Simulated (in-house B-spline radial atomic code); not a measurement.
Settings and results of a run for P4+. Method: non-relativistic LDA VWN5, spin-polarised, spherical fractional occupations, point nucleus. Calculated with an all-electron radial atomic-structure program (B-spline basis).

Command:
```bash
python run_scf.py task.json out
```
Settings:
```
Z                15
configuration    [Ne] 3s1
hamiltonian      nr
method           lda,vwn
spin_polarised   True
```

Output (hartree, bohr):
```
 radial grid: 43 intervals, B-splines of order 8, outer radius 14.6809 bohr

 iter        energy (Eh)    residual
    1        -332.136501    5.11e-01
    2        -335.119807    2.60e-01
    3        -335.819877    7.71e-02
    4        -335.883728    2.15e-02
    5        -335.887801    9.96e-03
    6        -335.888980    8.97e-05
    7        -335.888980    3.65e-06
    8        -335.888980    6.81e-08

 total energy                      -335.88898
 kinetic                             335.2293
 electron-nucleus                   -777.9442
 Hartree                             127.2473
 exchange-correlation                -20.4213

 orbital      occ     eigenvalue          <r>       <r^2>       <1/r>     <1/r^2>     <1/r^3>       r_max
 1s up      1.000       -78.2152      0.10428   0.0146232     14.5213     426.174           -     0.06823
 1s down    1.000       -78.2048     0.104284    0.014624     14.5206     426.136           -     0.06823
 2s up      1.000        -8.3933     0.521316    0.323682     2.80947      32.776           -      0.4208
 2s down    1.000        -8.3799     0.520575    0.322496     2.81194     32.8179           -      0.4209
 2p up      3.000        -6.6483     0.482638    0.291768      2.7196     10.4148     63.5177      0.3528
 2p down    3.000        -6.6346     0.481517    0.290011     2.72307     10.4346     63.6572      0.3528
 3s up      1.000        -2.1869      1.59345      2.8894    0.871611     4.71206           -       1.428
```

Cost of the run: 0.19 s on 1 thread of Arm Neoverse V1, with other jobs on the host.
